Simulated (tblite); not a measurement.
C5H11BrSi.
Atom-mapped SMILES: `[CH3:1][CH2:2][Si@@H:3]([Br:4])[CH:5]1[CH2:6][CH2:7]1` (hydrogens: H8, H9, H10 on C1; H11, H12 on C2; H13 on Si3; H14 on C5; H15, H16 on C6; H17, H18 on C7)

Computed with GFN2-xTB (tblite), gas phase: L-BFGS steps from a force-field or distance-geometry start until the largest atomic force falls under 0.01 eV/Å.

Step 0: E = -602.4881 eV
```
atom  x, y, z in Å  |  force x, y, z in eV/Å
C1      2.2777   -0.7770   -0.0717   -0.341  -0.008   0.166
C2      1.7979    0.5936   -0.5758    0.854  -0.403   0.026
Si3     0.1689    1.1700    0.1142   -0.748  -0.130   0.877
Br4    -0.2753    3.1882   -0.7355    0.035  -0.024   0.064
C5     -1.2505    0.0271   -0.3713    0.264   0.399  -0.086
C6     -2.5202    0.0354    0.4348    0.228  -0.162   0.337
C7     -1.5838   -1.1406    0.5013   -0.401  -0.238   0.181
H8      3.2476   -1.0169   -0.5051   -0.062  -0.001   0.046
H9      1.5693   -1.5680   -0.3495    0.178   0.234   0.044
H10     2.3738   -0.7893    1.0236   -0.017   0.071  -0.372
H11     1.7413    0.5592   -1.6620    0.098   0.046  -0.141
H12     2.5654    1.3275   -0.3106   -0.012   0.001  -0.159
H13     0.2296    1.2874    1.6001   -0.045   0.130  -0.485
H14    -1.3426   -0.1046   -1.4525   -0.180  -0.124   0.269
H15    -2.5990    0.6753    1.3191    0.128  -0.191  -0.424
H16    -3.4597   -0.0895   -0.0751   -0.070   0.008  -0.095
H17    -1.0446   -1.3008    1.4365   -0.058   0.090  -0.393
H18    -1.9045   -2.0705    0.0276    0.149   0.302   0.147
```

Step 1: E = -602.5271 eV
```
atom  x, y, z in Å  |  force x, y, z in eV/Å
C1      2.2728   -0.7771   -0.0693    0.052  -0.036  -0.021
C2      1.8101    0.5878   -0.5754    0.087  -0.113   0.048
Si3     0.1582    1.1681    0.1268   -0.109  -0.133   0.380
Br4    -0.2748    3.1879   -0.7346    0.036  -0.051   0.083
C5     -1.2467    0.0328   -0.3725   -0.058   0.020   0.152
C6     -2.5170    0.0331    0.4396    0.028  -0.237  -0.049
C7     -1.5895   -1.1440    0.5039   -0.198   0.155   0.044
H8      3.2467   -1.0169   -0.5044   -0.136  -0.022   0.095
H9      1.5719   -1.5646   -0.3489    0.028   0.103   0.000
H10     2.3735   -0.7883    1.0183   -0.017   0.062  -0.149
H11     1.7427    0.5599   -1.6640    0.111   0.026  -0.046
H12     2.5652    1.3275   -0.3129    0.115   0.059  -0.107
H13     0.2290    1.2892    1.5931   -0.052   0.146  -0.205
H14    -1.3452   -0.1064   -1.4486   -0.160  -0.095   0.176
H15    -2.5972    0.6726    1.3131    0.110  -0.054  -0.190
H16    -3.4607   -0.0894   -0.0764    0.094   0.032  -0.004
H17    -1.0455   -1.2995    1.4309    0.009   0.044  -0.239
H18    -1.9024   -2.0662    0.0297    0.059   0.096   0.031
```

Step 2: E = -602.5382 eV
```
atom  x, y, z in Å  |  force x, y, z in eV/Å
C1      2.2729   -0.7778   -0.0693    0.057  -0.002  -0.050
C2      1.8140    0.5845   -0.5744   -0.108   0.063   0.015
Si3     0.1541    1.1651    0.1366    0.104  -0.111   0.018
Br4    -0.2740    3.1868   -0.7328    0.040  -0.082   0.100
C5     -1.2472    0.0343   -0.3697   -0.064  -0.036   0.062
C6     -2.5158    0.0280    0.4396   -0.152  -0.024  -0.024
C7     -1.5945   -1.1415    0.5052   -0.039  -0.014   0.007
H8      3.2439   -1.0174   -0.5024   -0.030  -0.058   0.049
H9      1.5729   -1.5620   -0.3487   -0.035   0.029  -0.022
H10     2.3731   -0.7869    1.0144   -0.006   0.048  -0.016
H11     1.7452    0.5605   -1.6653    0.093   0.015   0.027
H12     2.5674    1.3286   -0.3155    0.095   0.025  -0.089
H13     0.2278    1.2924    1.5878   -0.045   0.157   0.042
H14    -1.3488   -0.1086   -1.4444   -0.128  -0.074   0.150
H15    -2.5946    0.6710    1.3082    0.085  -0.023  -0.115
H16    -3.4590   -0.0887   -0.0768    0.061   0.017  -0.026
H17    -1.0454   -1.2984    1.4252    0.044   0.029  -0.119
H18    -1.9009   -2.0635    0.0307    0.029   0.038  -0.008
```

Step 3: E = -602.5426 eV
```
atom  x, y, z in Å  |  force x, y, z in eV/Å
C1      2.2735   -0.7781   -0.0700    0.006   0.031  -0.033
C2      1.8142    0.5843   -0.5738   -0.069   0.094  -0.006
Si3     0.1540    1.1621    0.1406    0.119  -0.076  -0.098
Br4    -0.2730    3.1849   -0.7304    0.040  -0.089   0.101
C5     -1.2481    0.0345   -0.3680   -0.081  -0.058   0.076
C6     -2.5181    0.0260    0.4396   -0.057  -0.002  -0.032
C7     -1.5971   -1.1415    0.5060   -0.007   0.012  -0.029
H8      3.2425   -1.0186   -0.5009    0.036  -0.069   0.011
H9      1.5727   -1.5604   -0.3491   -0.052   0.004  -0.029
H10     2.3729   -0.7855    1.0126   -0.002   0.038   0.028
H11     1.7477    0.5610   -1.6653    0.068   0.014   0.038
H12     2.5698    1.3294   -0.3180    0.057  -0.001  -0.077
H13     0.2266    1.2964    1.5866   -0.038   0.153   0.129
H14    -1.3524   -0.1107   -1.4401   -0.111  -0.066   0.085
H15    -2.5922    0.6699    1.3042    0.052   0.028  -0.026
H16    -3.4575   -0.0882   -0.0775   -0.030   0.003  -0.069
H17    -1.0447   -1.2975    1.4209    0.069   0.014  -0.028
H18    -1.8997   -2.0617    0.0310    0.001  -0.031  -0.043
```

Problem. Estimate the geometry and energy of step 4. (The exact step hangs on the optimiser's Hessian estimate; all steps are aligned on step 3, rigid shifts and turns removed.)

Solution. E = -602.5477 eV, largest force 0.198 eV/Å
```
atom  x, y, z in Å  |  force x, y, z in eV/Å
C1      2.2738   -0.7775   -0.0713   -0.025   0.045  -0.006
C2      1.8140    0.5858   -0.5733    0.031   0.067  -0.034
Si3     0.1557    1.1570    0.1437    0.068  -0.023  -0.119
Br4    -0.2709    3.1808   -0.7254    0.035  -0.076   0.089
C5     -1.2509    0.0338   -0.3641   -0.013  -0.025  -0.004
C6     -2.5209    0.0234    0.4390   -0.039   0.055  -0.007
C7     -1.6005   -1.1410    0.5061    0.043  -0.066  -0.009
H8      3.2419   -1.0215   -0.4991    0.066  -0.062  -0.018
H9      1.5716   -1.5584   -0.3500   -0.055  -0.003  -0.027
H10     2.3726   -0.7831    1.0109   -0.004   0.026   0.051
H11     1.7520    0.5620   -1.6646    0.030   0.013   0.018
H12     2.5735    1.3301   -0.3227    0.020  -0.012  -0.047
H13     0.2244    1.3044    1.5878   -0.030   0.131   0.145
H14    -1.3590   -0.1147   -1.4335   -0.084  -0.051   0.008
H15    -2.5884    0.6694    1.2991    0.002   0.071   0.064
H16    -3.4571   -0.0877   -0.0801   -0.095  -0.006  -0.089
H17    -1.0422   -1.2960    1.4154    0.071  -0.002   0.051
H18    -1.8984   -2.0604    0.0304   -0.023  -0.082  -0.066
```

The energy changes by -0.0051 eV. The first-order estimate −F·Δx gives -0.0073 eV and the mean of the old and new forces, exact on a quadratic surface, -0.0051 eV. The step makes an angle of 42° with the force vector and moves no atom by more than 0.010 Å.

The cost below is that of the whole relaxation. Hardware: one thread of an AMD EPYC, shared host with 64 logical CPUs at a one-minute load of 60. Cost: 0.98 s of wall time.
